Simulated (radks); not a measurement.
The numbers below are computed, except where a source is named.
Species: the silicon ion Si3+. Configuration: [He] 2s2 2p4 3s1 3p2 (not the ground configuration). Code: a radial shooting solver on a logarithmic mesh with Libxc functionals. Model: Dirac Kohn-Sham, PBE, spin-unpolarised, spherical densities, finite nucleus; open shells fill j = l - 1/2 first; Fermi nuclear charge, rms radius 3.1224 fm. Some entries of the table are withheld. Estimate them.

orbital  occ.  eigenvalue (hartree)  <r> (bohr)  <r^2> (bohr^2)
1s1/2       2             -69.35177      0.1112         0.01663
2s1/2       2                   (1)         (2)          0.3426
2p1/2       2              -6.45041      0.4910             (3)
2p3/2       2              -6.42238      0.4928             (4)
3s1/2       1              -1.79646       1.631           3.031
3p1/2       2                   (5)       1.739           3.489
3p3/2       0                   (6)       1.742           3.503

Answer. 
(1) 2s1/2 eigenvalue (hartree): -7.94558
(2) 2s1/2 <r> (bohr): 0.5376
(3) 2p1/2 <r^2> (bohr^2): 0.2990
(4) 2p3/2 <r^2> (bohr^2): 0.3011
(5) 3p1/2 eigenvalue (hartree): -1.44081
(6) 3p3/2 eigenvalue (hartree): -1.43735
